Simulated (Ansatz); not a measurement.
SbSbSbSb tetrahedron (Sb4), relaxed as a singlet with RKS r2SCAN-D4/def2-SVP in Ansatz, starting from the GFN2-xTB geometry. Force threshold 0.02 eV/Å.

In the def2 sets Sb takes a core potential; there is no spin–orbit coupling.

Start:

```csv
atom,x (Å),y (Å),z (Å)
Sb1,-0.0371,1.5260,0.7580
Sb2,-1.5798,-0.4452,-0.4595
Sb3,0.6237,-1.1578,1.0837
Sb4,0.9932,0.0770,-1.3822
```

Question: Estimate the energy that the relaxation releases and the steps that it takes.

Answer: 7.0 kJ/mol, in 4 steps; 17 s on 4 threads of Arm Neoverse V1 on a shared host. No frequencies were taken in this run, so the end may be a saddle point.

Question: Does the start keep its bonding and symmetry?

Answer: By distances, no bond broke or formed. The bond that changes most is Sb1–Sb4, from 2.78 to 2.84 Å (atoms count from 1). Point group Td at the start, Td at the end, both within 0.05 Å.

Question: Predict the relaxed structure.

Answer: 
```xyz
4

Sb   -0.0382    1.5579    0.7741
Sb   -1.6128   -0.4543   -0.4691
Sb    0.6368   -1.1821    1.1067
Sb    1.0142    0.0785   -1.4117
```
Bond lengths: 6 × Sb–Sb 2.84 Å.
